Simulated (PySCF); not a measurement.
In(Vi)(OH)(OMe), SMILES C=[CH][In]([O]C)[OH] (C3H7InO2) (PBE0/def2-SVP optimised geometry):

```
13

In    -0.765     0.662     0.000
C     -2.033    -1.042     0.002
C     -1.568    -2.295    -0.015
H     -3.116    -0.873     0.016
H     -2.247    -3.158    -0.014
H     -0.500    -2.535    -0.030
O     -1.377     2.557     0.000
H     -0.622     3.158    -0.001
O      1.242     0.662     0.000
C      2.055    -0.466    -0.014
H      1.920    -1.100    -0.916
H      3.116    -0.156    -0.007
H      1.915    -1.127     0.867
```

Level of theory: PBE0/def2-TZVP, def2 effective core potentials past Kr (PySCF).

Question: What are the frontier orbital energies and the dipole moment?

Answer: HOMO-2 -8.28 eV, HOMO-1 -7.48 eV, HOMO -7.35 eV, LUMO -1.37 eV, LUMO+1 -1.04 eV; dipole moment 2.60 D.

On the same geometry PBE/def2-TZVP, def2 effective core potentials past Kr (PySCF 2.14.0) gives HOMO-2 -6.72 eV, HOMO-1 -6.07 eV, HOMO -5.83 eV, LUMO -2.20 eV, LUMO+1 -1.95 eV; dipole moment 2.40 D.
